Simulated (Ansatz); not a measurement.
C2H7GeN can be A, `C=[N][GeH2][CH3]`, or B, `C[N](C)[GeH]`.

Gas-phase electronic energies from Ansatz, PBE0-D4/def2-TZVP geometries. CBS: MP2 limit from def2 TZ/QZ plus the TZ coupled-cluster correction, frozen cores. DFT in def2-TZVPP. For Ge outer-core shells are correlated without core-valence functions, which leaves a few kJ/mol of doubt a bond. Scalar relativity is left out up to krypton. One conformer a species, not always the lowest.

**Question.** Which isomer does CCSD(T)/CBS put lower? Give the gap. (An estimate is asked.)

**Answer.** Ansatz gave: A, by 1.3 kcal/mol.

**Question.** Give E(B) − E(A) in kcal/mol with ωB97M-V, CCSD(T)/def2-TZVPP, PBE0-D4, MP2/def2-TZVPP, PBE-D4, r2SCAN-D4, CCSD/def2-TZVPP. (Best estimate.)

**Answer.** Ansatz gave: ωB97M-V 0.3, CCSD(T)/def2-TZVPP 4.1, PBE0-D4 -0.9, MP2/def2-TZVPP 4.4, PBE-D4 -2.6, r2SCAN-D4 1.4, CCSD/def2-TZVPP 4.3. The order is the other way round with PBE0-D4, PBE-D4.

Largest T1 diagnostic: 0.016.

From PBE to PBE0 (25 % exact exchange), in def2-TZVPP and without D4, E(B) − E(A) moves by +1.5 kcal/mol. The D4 term adds −1.2 kcal/mol with B3LYP and −0.6 kcal/mol with PBE0; it sums over pairs of atoms, weighted by their polarisabilities, and B3LYP, whose exchange is more repulsive, gets the larger term.

B3LYP here is the variant with VWN-RPA as its local correlation; programs differ in this.
